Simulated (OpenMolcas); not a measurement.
P: effect of the IPEA shift

```json
{"Program": "OpenMolcas 26.06", "Basis": "ANO-RCC-VTZP [5s4p2d1f]", "Scalar Hamiltonian": "DKH2, point nucleus", "Active space": "5 electrons in 9 orbitals (RAS2 3s 3p; RAS3 3d, at most 2 electrons)", "State averaging": "2S+1 = 4 odd, 1 root; 2S+1 = 2 odd, 8 roots; 2S+1 = 2 even, 5 roots", "Spin-orbit coupling": "RASSI with atomic mean-field integrals over the reference wave functions, term energies averaged over their components"}
```

Methods on the same reference wave functions:
A. RASSCF
B. SS-RASPT2, IPEA 0 Eh, imaginary shift 0.1 Eh (closed shells correlated: 2s 2p)
C. SS-RASPT2, IPEA 0.25 Eh, imaginary shift 0.1 Eh (closed shells correlated: 2s 2p)

Energies in cm⁻¹ above 3s² 3p³ ⁴S°_3/2, the measured ground level; measured values from NIST Handbook of Basic Atomic Spectroscopic Data.

```json
{"Level": "3s² 3p³ ⁴S°_3/2", "A": "0.0", "B": "0.0", "C": "0.0", "Measured": "0.0"}
{"Level": "3s² 3p³ ²D°_3/2", "A": "14590", "B": "11860", "C": "12010", "Measured": "11361"}
{"Level": "3s² 3p³ ²D°_5/2", "A": "14597", "B": "11860", "C": "12010", "Measured": "11377"}
{"Level": "3s² 3p³ ²P°_1/2", "A": "22710", "B": "19520", "C": "19750", "Measured": "18723"}
{"Level": "3s² 3p³ ²P°_3/2", "A": "22714", "B": "19520", "C": "19750", "Measured": "18748"}
```

Deviations, from unrounded energies. A percentage is the sum of absolute deviations over the sum of measured energies, with the sign that they share, or ± where signs differ.

```csv
Against measurement,Levels,A,B,C
mean absolute deviation (cm-1),4,3600,640,830
other terms of the ground configuration (%),4,+23.9,+4.2,+5.5
```

B lies closest to measurement on these levels and A furthest from it. The largest miss of B in the table is 3s² 3p³ ²P°_1/2, by +800 cm-1. The ranking rests on the paired levels alone, and a cruder setting can come out closer through cancelling errors.

Between B and C the level of the table that moves most is 3s² 3p³ ²P°_1/2, by 230 cm-1 (lowest in B, highest in C). Moves below CASPT2's spread within the term are not significant.

From A to B the spin-free energies of the other terms of 3s² 3p³ shown, above ⁴S°, scale by factors of 0.81 to 0.86.

The lowest spin-free term lies below A's lowest term by 0.047 hartree in B, 0.046 hartree in C.

Active for correlation alone: 3d; no level in the range computed is led by a configuration that fills it, so any true level of that kind is missing. Without dynamic correlation excited terms often stand tens of per cent too high (terms of higher spin than the ground term too low), and those without a measured partner can miss by more than the paired ones (holds for A). Computed and measured levels are paired by configuration, term and J; levels that our copy of the source lacks, or whose pairing is in doubt (as where it misses far off the trend of its configuration), stay unpaired and out of the deviations. Levels of configurations outside the active space are missing. The table leaves out levels that lie high or whose names do not pair safely across all columns.

° marks odd parity.
